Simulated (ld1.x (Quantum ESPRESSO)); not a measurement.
**copper, TM: configuration errors across variants**

copper (Cu), norm-conserving Troullier–Martins (Kleinman–Bylander form), made with ld1.x (Quantum ESPRESSO) 7.5 (PBE, fully relativistic). Core [Ar], reference 3d9 4s2 4p0. Waves: 4s (bound): rc 2.15 bohr; 4p (bound, empty): rc 3.10 bohr; 3d (bound): rc 1.35 bohr; 4f channel at 0.2 Ry: rc 3.15 bohr. Local part: all-electron potential smoothed inside 1.95 bohr (lloc = -1). Core correction: Bessel-smoothed model core inside 0.95 bohr.

Open shells are filled in proportion to 2j + 1 (rel_dist='average').

All-electron excitation energies from the reference (eV): (1) 3d10 4s1 4p0 -1.971; (2) 3d10 4s0 4p0 6.178; (3) 3d9 4s0 4p0 27.511; (4) 3d7 4s0 4p0 126.238; (5) 3d10 4s0.5 4p0 1.192; (6) 3d9 4s1 4p1 4.840; (7) 3d10 4s0 4p1 2.165.

4 further variants failed, have other tests or another functional or relativity, and are left out.

A true bound ghost makes a file unfit for plane-wave use even where its test errors are small: the radial tests pick states by their node count and pass the ghost by.

Errors AE − PS in meV (a dash: test not solved or not reliable):

| change | (1) | (2) | (3) | (4) | (5) | (6) | (7) | bound ghosts |
| --- | --- | --- | --- | --- | --- | --- | --- | --- |
| base | -144 | -246 | -41 | -1196 | -189 | +0.5 | -193 | none |
| wave 4s (bound): rc 2.15 bohr becomes 4s (bound): rc 2.02 bohr | -149 | -255 | -41 | -1164 | -195 | +0.5 | -201 | none |
| all radii but the core radius scaled by about 1.41 (s 3.02, p 4.36, d 1.90, f 4.42 bohr); local potential all-electron potential smoothed inside 2.74 bohr (lloc = -1) | -20 | – | -100 | -1871 | -1.8 | -5.3 | +35 | none |
| wave 4p (bound): rc 3.10 bohr becomes 4p (bound): rc 3.20 bohr | -144 | -246 | – | -1196 | -189 | +0.9 | -193 | none |
| core correction Bessel-smoothed model core inside 1.36 bohr | -141 | -241 | -39 | -1162 | -185 | +0.6 | -189 | none |
| wave 3d (bound): rc 1.35 bohr becomes 3d (bound): rc 1.58 bohr | -123 | -200 | -32 | -977 | -158 | +1.1 | -158 | none |
| local potential all-electron potential smoothed inside 1.15 bohr (lloc = -1) | -103 | -183 | -40 | -789 | -137 | +0.7 | -137 | s |

(1) Give the same row for: local potential all-electron potential smoothed inside 1.14 bohr (lloc = -1).

Results:

(1) -103, -183, -40, -789, -137, +0.7, -137; bound ghosts: s.
